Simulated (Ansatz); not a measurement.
```yaml
crystal:
  periodic: [false, false, false]
  atoms:
    - {symbol: O, position_ang: [-0.004409, 1.223566, -3.127320]}
    - {symbol: Si, position_ang: [-1.048674, 1.247193, -1.545456]}
    - {symbol: O, position_ang: [-1.006026, -0.566468, -1.207465]}
    - {symbol: O, position_ang: [-2.105350, 1.684534, -1.663290]}
    - {symbol: O, position_ang: [-0.115084, 1.729977, -0.562919]}
    - {symbol: Ti, position_ang: [0.944574, 1.706356, 1.184082]}
    - {symbol: F, position_ang: [0.148498, 2.788207, 2.330054]}
    - {symbol: F, position_ang: [2.622257, 2.009652, 0.955872]}
    - {symbol: O, position_ang: [0.890135, -0.082452, 1.554379]}
    - {symbol: Si, position_ang: [0.477054, -1.600082, 1.392162]}
    - {symbol: O, position_ang: [1.136879, -2.453180, 2.535619]}
    - {symbol: O, position_ang: [-1.311497, -1.662483, 1.605994]}
    - {symbol: O, position_ang: [1.214272, -1.859619, -0.043239]}
    - {symbol: H, position_ang: [0.393513, 1.858575, -3.364807]}
    - {symbol: H, position_ang: [-0.248674, -1.083189, -1.226161]}
    - {symbol: H, position_ang: [-2.778945, 1.398720, -2.338654]}
    - {symbol: H, position_ang: [0.661695, -2.544090, 3.302549]}
    - {symbol: H, position_ang: [-1.555908, -1.361795, 0.615339]}
    - {symbol: H, position_ang: [1.468093, -2.732026, -0.211930]}
basis:
  gaussian: {orbitals: def2-mTZVP}
hamiltonian: {xc: {name: B97}}
output: {forces: true}
```

```sh
$ ansatz run in.yaml --threads 11 --pin off --events-out ev --progress --plain --max-ram 174080MiB --backend cuda --devices 0, --max-vram 75GiB
```

Shortened log:

```
Functional definition: B97
2603 factors; their error is unknown
mean field evaluation 1: about -60732.2636 eV, gradient 1.7e2 eV
mean field evaluation 2: about -59757.1151 eV, gradient 6.7e2 eV
mean field evaluation 4: about -60620.1113 eV, gradient 2.8e2 eV
mean field evaluation 8: about -60776.9737 eV, gradient 2.4e0 eV
mean field evaluation 16: about -60777.2136 eV, gradient 3.2e-2 eV
mean field -60777.21359079 eV, -2233.5214031865 hartree, gradient 2.6e-5 eV, S^2 0.000000; 0 other end points of the search recorded, 0 dependent functions left out
reference -60777.21362970 eV, -2233.5214046163 hartree; 69, 69 occupied and 256, 256 virtual orbitals, 2603 factors
Total energy: -60777.21362970 eV, -2233.5214046163 hartree
Atom 0 at    -0.004409     1.223566    -3.127320 Å, force   -11.169588   -14.584923     7.353648 eV/Å
Atom 1 at    -1.048674     1.247193    -1.545456 Å, force    63.641851   -33.175455    -0.809266 eV/Å
Atom 2 at    -1.006026    -0.566468    -1.207465 Å, force    -4.065013     3.544572    -0.251027 eV/Å
Atom 3 at    -2.105350     1.684534    -1.663290 Å, force   -66.951846    24.979142    -9.832323 eV/Å
Atom 4 at    -0.115084     1.729977    -0.562919 Å, force     8.325924     4.676477    10.394055 eV/Å
Atom 5 at     0.944574     1.706356     1.184082 Å, force    -2.821802    -2.449055    -2.702851 eV/Å
Atom 6 at     0.148498     2.788207     2.330054 Å, force     0.172739    -0.078370     0.129063 eV/Å
Atom 7 at     2.622257     2.009652     0.955872 Å, force     1.028954     0.577533    -0.109624 eV/Å
Atom 8 at     0.890135    -0.082452     1.554379 Å, force     0.461855     4.946949     0.663764 eV/Å
Atom 9 at     0.477054    -1.600082     1.392162 Å, force    -4.179389    -0.049371    -0.621149 eV/Å
Atom 10 at     1.136879    -2.453180     2.535619 Å, force     2.712032    -1.230546    -1.266881 eV/Å
Atom 11 at    -1.311497    -1.662483     1.605994 Å, force     2.829918     0.583426    -3.825567 eV/Å
Atom 12 at     1.214272    -1.859619    -0.043239 Å, force    -0.763796     1.059650     0.003608 eV/Å
Atom 13 at     0.393513     1.858575    -3.364807 Å, force     8.864530    14.484977    -5.058330 eV/Å
Atom 14 at    -0.248674    -1.083189    -1.226161 Å, force     2.676187    -0.986716    -0.527059 eV/Å
Atom 15 at    -2.778945     1.398720    -2.338654 Å, force     0.206402     1.277482     1.393958 eV/Å
Atom 16 at     0.661695    -2.544090     3.302549 Å, force    -1.807676    -0.590500     3.135003 eV/Å
Atom 17 at    -1.555908    -1.361795     0.615339 Å, force     0.121034    -0.641890     2.608087 eV/Å
Atom 18 at     1.468093    -2.732026    -0.211930 Å, force     0.717687    -2.343379    -0.677110 eV/Å
Dipole moment:    -0.287422     0.124627     0.085022 e Å
```

Hardware: 11 threads of an AMD EPYC 7R13 on a shared host and a whole NVIDIA H100 80 GB. Wall time 3 s, peak host memory 1.6 GiB.
